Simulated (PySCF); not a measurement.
**Manganese: a sound run and one with changed settings**

Sound run: Mn+ [Ar] 3d5 4s1, Mn(2+) [Ar] 3d5. Computed with PySCF 2.14 in def2-SVP (5s3p2d1f, 31 functions), with no relativity, point nucleus. In the sound run the correlated levels freeze [Ar]. The sound run starts from symmetry-adapted Hartree-Fock orbitals and uses a fine grid where one is needed.

Changed run: all electrons correlated in a basis built for the valence shell.

```json
{"species": "Mn+", "method": "MP2", "sound run (hartree)": "-1149.52611", "changed run (hartree)": "-1149.67170", "converged": "yes"}
{"species": "Mn(2+)", "method": "MP2", "sound run (hartree)": "-1148.98330", "changed run (hartree)": "-1149.12241", "converged": "yes"}
```

Ionisation energy of Mn+:

```json
{"method": "UHF", "sound run (eV)": "14.591", "changed run (eV)": "14.591"}
{"method": "MP2", "sound run (eV)": "14.770", "changed run (eV)": "14.947"}
{"method": "SCS-MP2", "sound run (eV)": "14.651", "changed run (eV)": "14.855"}
```

A valence basis has no tight correlating functions, so it recovers only part of the core correlation, and not evenly between atom and ion.

For comparison, NIST gives 15.640 eV between the lowest levels.
